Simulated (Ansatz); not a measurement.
Consider the isomerisation: `[BH2][GeH]1[O]C[O]1` → `[OH][GeH]1[BH]O[CH2]1`.

Calculated with Ansatz (gas phase, PBE0-D4/def2-TZVP geometries, no zero-point term in ΔE). CCSD(T)/CBS adds triple-zeta CCSD(T) − MP2 to the extrapolated MP2 energy (def2 sets, frozen cores). Functionals use def2-TZVPP. B3LYP here is the variant with VWN-RPA as its local correlation; programs differ in this. For Ge outer-core shells are correlated without core-valence functions, which leaves a few kJ/mol of doubt a bond. Scalar relativity is left out up to krypton. Each species was taken in one conformer, which may not be the lowest.

`[BH2][GeH]1[O]C[O]1`:

```xyz
10

B     1.288   -1.122   -1.329
Ge    0.229    0.459   -0.545
O    -1.457    0.109    0.011
C    -1.066    0.408    1.344
O     0.324    0.689    1.247
H     2.414   -1.316   -0.988
H     0.777   -1.847   -2.127
H     0.345    1.787   -1.335
H    -1.611    1.285    1.718
H    -1.243   -0.452    2.003
```

`[OH][GeH]1[BH]O[CH2]1`:

```xyz
10

O     0.285    1.786   -1.292
Ge    0.699    0.322   -0.357
B     0.102    0.176    1.632
O    -0.821   -0.760    1.325
C    -0.826   -0.965   -0.120
H     0.757    1.831   -2.126
H     1.991   -0.272   -0.965
H     0.277    0.550    2.751
H    -0.673   -2.024   -0.330
H    -1.790   -0.645   -0.519
```

Is it downhill or uphill in electronic energy at CCSD(T)/CBS, and by how much? (Estimate.)

Computed: Downhill: ΔE = -1.55 eV.

What do these levels give: PBE-D4, B3LYP-D4, B2PLYP, B3LYP, CCSD(T)/def2-TZVPP, HF/def2-QZVPP? (Estimate.)

The calculation gave: PBE-D4 -1.60, B3LYP-D4 -1.51, B2PLYP -1.51, B3LYP -1.51, CCSD(T)/def2-TZVPP -1.49, HF/def2-QZVPP -1.16 eV.

Largest T1 diagnostic among the species: 0.014.

In def2-TZVPP, CCSD(T) changes the Hartree–Fock value by −0.34 eV (the triples alone add −0.05 eV) and MP2 by −0.38 eV. From PBE to PBE0 (25 % exact exchange), in def2-TZVPP and without D4, ΔE moves by +0.07 eV.
